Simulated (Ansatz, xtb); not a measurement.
**C5H5NSe: which of two isomers lies lower**

Structure X: `C=Cc1ncc[se]1`, a singlet. Structure Y: `N#CC1=CC[Se]C1`, a singlet. Both are isolated molecules in the gas phase, relaxed with B3LYP/def2-SVP, each in the lowest conformer that the search found.

X (Å):

```yaml
atoms:
  - { symbol: C, position_ang: [-1.2286, -1.0461, -1.7040] }
  - { symbol: C, position_ang: [-0.5856, -0.4154, -0.7100] }
  - { symbol: C, position_ang: [0.0477, 0.8975, -0.7657] }
  - { symbol: C, position_ang: [1.1841, 2.6722, -0.0005] }
  - { symbol: C, position_ang: [1.0243, 3.1937, -1.2558] }
  - { symbol: N, position_ang: [0.6547, 1.4368, 0.2517] }
  - { symbol: Se, position_ang: [0.0738, 2.0041, -2.3341] }
  - { symbol: H, position_ang: [-1.3406, -0.6059, -2.7001] }
  - { symbol: H, position_ang: [-1.6685, -2.0341, -1.5514] }
  - { symbol: H, position_ang: [-0.4927, -0.8864, 0.2743] }
  - { symbol: H, position_ang: [1.7106, 3.1917, 0.8043] }
  - { symbol: H, position_ang: [1.3790, 4.1554, -1.6239] }
```

Y (Å):

```xyz
12

C    -1.0320    0.6060   -2.9590
C    -0.3304    0.0644   -1.8313
C     0.1073   -1.2083   -1.7936
C     0.8305   -1.6923   -0.5782
C    -0.0759    0.9636   -0.6414
N    -1.6025    1.0759   -3.8553
Se    0.9020   -0.1524    0.6727
H    -0.0560   -1.8915   -2.6329
H     0.3059   -2.5389   -0.1052
H     1.8520   -2.0285   -0.8218
H     0.5313    1.8385   -0.9206
H    -1.0180    1.3266   -0.2023
```

Quicker runs give these differences E(Y) − E(X): GFN2-xTB +11.2 kcal/mol; HF/STO-3G −30.8 kcal/mol (at GFN2-xTB geometries); r2SCAN-D4/def2-SVP +4.7 kcal/mol (at GFN2-xTB geometries).

Question: Estimate which is lower in electronic energy at CCSD(T)/def2-SVP + ΔMP2/def2-TZVPP, and by roughly how much.

Answer: The CCSD(T)/def2-SVP + ΔMP2/def2-TZVPP calculation puts structure Y lower, by 3.5 kcal/mol.

Level by level:

| level | geometry | E(Y) − E(X) (kcal/mol) | departure from the last row (kcal/mol) | job, with rough time for the two |
| --- | --- | --- | --- | --- |
| GFN2-xTB | GFN2-xTB | +11.2 | +14.7 | optimisation, 0.16 s |
| HF/STO-3G | GFN2-xTB | −30.8 | −27.4 | single point, 0.56 s |
| r2SCAN-D4/def2-SVP | GFN2-xTB | +4.7 | +8.2 | single point, 4.5 s |
| B3LYP/def2-SVP | B3LYP/def2-SVP | +1.3 | +4.7 | optimisation, 35 s |
| HF/def2-SVP | B3LYP/def2-SVP | −10.8 | −7.3 | part of the CCSD(T) run |
| MP2/def2-SVP | B3LYP/def2-SVP | −5.1 | −1.6 | part of the CCSD(T) run |
| CCSD(T)/def2-SVP | B3LYP/def2-SVP | −5.4 | −2.0 | single point |
| CCSD(T)/def2-SVP + ΔMP2/def2-TZVPP | B3LYP/def2-SVP | −3.5 |  | single point, 1.9 min |

As drawn, Y has 1 C≡N, 2 C–C, 2 C–Se in place of 2 C∷N, 1 C∷C, 2 C∷Se (∷ is an aromatic bond). Structure X has a 5-membered ring (with an aromatic ring), Y a 5-membered ring.

GFN2-xTB, r2SCAN-D4/def2-SVP, B3LYP/def2-SVP put the two in the other order. The largest departure from CCSD(T)/def2-SVP + ΔMP2/def2-TZVPP is that of HF/STO-3G, 27.4 kcal/mol. The last row adds to CCSD(T) the change of the MP2 difference between the two basis sets, here +2.0 kcal/mol.

With thermal terms from frequencies at re-optimised GFN2-xTB minima (ideal gas, soft modes damped towards free rotors, one conformer each, 298.15 K, 1 atm): on the last row, ΔE + ΔZPE = −3.4, ΔH = −3.2, ΔG = −4.0 kcal/mol.

The correlated steps freeze 15 core orbitals; the filled d shell of Se is correlated, in a basis made for valence electrons. Run with Ansatz 0.2.0, xtb 6.7.1; the last row on 4 threads of Arm Neoverse V1 on a shared host.
